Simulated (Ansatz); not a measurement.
Reaction (ligand exchange at the Si–S bond): `F[SiH](S)S` + CH₃OH → `CO[SiH](F)S` + H₂S

Program: Ansatz. Geometries: PBE0-D4/def2-TZVP. ΔE: electronic, gas phase. CCSD(T)/CBS adds triple-zeta CCSD(T) − MP2 to the extrapolated MP2 energy (def2 sets, frozen cores). This one scheme is used for every species. DFT in def2-TZVPP. Each species was taken in one conformer, which may not be the lowest.

`F[SiH](S)S`:

Cartesian coordinates in Å:
```
F -0.302 -0.933 1.421
Si -0.109 0.040 0.170
S -0.880 -0.760 -1.628
S 1.961 0.279 -0.194
H -0.823 1.282 0.531
H -2.107 -0.253 -1.418
H 2.260 0.346 1.116
```

CH₃OH:

Cartesian coordinates in Å:
```
C 0.057 -0.346 0.064
O 0.127 0.871 -0.643
H 0.591 -1.090 -0.527
H -0.975 -0.693 0.198
H 0.537 -0.285 1.049
H -0.339 1.543 -0.141
```

`CO[SiH](F)S`:

Z-matrix (Å, degrees):
```
C
O 1 1.415
H 1 1.094 2 111.2
H 1 1.090 2 107.9 3 119.4
H 1 1.095 2 111.2 3 -121.6
Si 2 1.623 1 124.4 3 59.9
S 6 2.109 2 108.5 1 -172.8
F 6 1.597 2 107.9 1 -51.2
H 6 1.477 2 113.7 1 66.3
H 7 1.345 6 92.9 2 42.9
```

H₂S:

Z-matrix (Å, degrees):
```
S
H 1 1.341
H 1 1.341 2 92.3
```

CCSD(T)/CBS gives -11.9 kcal/mol.

Problem. Another level gave -13.2 kcal/mol. Which?
A. ωB97M-V/def2-TZVPP
B. SCS-MP2/def2-TZVPP
C. r2SCAN/def2-TZVPP
D. HF/def2-TZVPP

Solution. B. SCS-MP2/def2-TZVPP -13.2, HF/def2-TZVPP -15.8, ωB97M-V -12.2, r2SCAN -11.2 kcal/mol.

Largest T1 diagnostic among the species: 0.012.

At CCSD(T), def2-SVP lies −1.3 kcal/mol from the extrapolated value and def2-TZVPP −1.0 kcal/mol. From PBE to PBE0 (25 % exact exchange), in def2-TZVPP and without D4, ΔE moves by −0.9 kcal/mol.
